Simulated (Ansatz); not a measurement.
Counterpoise correction, worked out

The pair of Cl⁻ (SMILES [Cl-], atom 1) and CH₂O (SMILES C=O, atoms 2–5), both closed shells, in one local arrangement (a lower one may exist), relaxed at PBE0-D4/def2-TZVPD:

```
atom    x (Å)    y (Å)    z (Å)
 Cl1   0.2521  -0.1518  -2.2697
  C2  -0.0632   0.0377   0.5537
  O3  -1.0542   0.4222   1.1316
  H4   0.1080  -1.0242   0.3143
  H5   0.7574   0.7161   0.2701
```

Computed with Ansatz 0.2.0 (basis: def2-TZVPPD); correlated methods freeze the cores.

CCSD(T) total energies in eV:

| system | geometry | basis functions | energy |
| --- | --- | --- | --- |
| pair | pair | all | -15623.43954 |
| Cl⁻ | as in the pair | all (partner as ghosts) | -12511.64263 |
| CH₂O | as in the pair | all (partner as ghosts) | -3111.35891 |
| Cl⁻ | as in the pair | its own | -12511.60949 |
| CH₂O | as in the pair | its own | -3111.35363 |
| Cl⁻ | free (PBE0-D4 minimum) | its own | -12511.60949 |
| CH₂O | free (PBE0-D4 minimum) | its own | -3111.34813 |

Q: Work out the interaction energy with and without the counterpoise correction, the superposition error, and the binding energy from the relaxed fragments.

A: Without correction: -15623.43954 − (-12511.60949) − (-3111.35363) = -0.47642 eV.
With correction (each fragment in the whole basis): -15623.43954 − (-12511.64263) − (-3111.35891) = -0.43800 eV = -10.10 kcal/mol.
The superposition error is the difference, 0.03842 eV, 8 % of the uncorrected value: each fragment borrows its partner's functions.
Deformation from the free shapes: 0.00000 eV for Cl⁻ and -0.00550 eV for CH₂O (a small negative value is possible, since the free shapes are minima of another method).
Binding energy from relaxed fragments: -0.43800 + 0.00000 + (-0.00550) = -0.44350 eV = -10.23 kcal/mol (electronic, without zero-point energy; negative means bound). For comparison, the corrected interaction energy by CCSD(T) at an estimated basis limit (MP2 extrapolated from triple and quadruple zeta, plus CCSD(T) − MP2 in triple zeta) is -0.486 eV; triple zeta with the correction binds less.

The T1 diagnostic stays at or below 0.017.

For scale, one of the runs: CCSD(T)/def2-TZVPPD, 162 basis functions, launched by `ansatz run in.yaml --threads 2 --pin off --events-out ev --progress --plain --max-ram 5222MiB`. Time: 10 s of wall clock on 2 CPU threads of an Intel Xeon Platinum 8259CL; the host was shared. Peak host memory: 0.9 GiB.
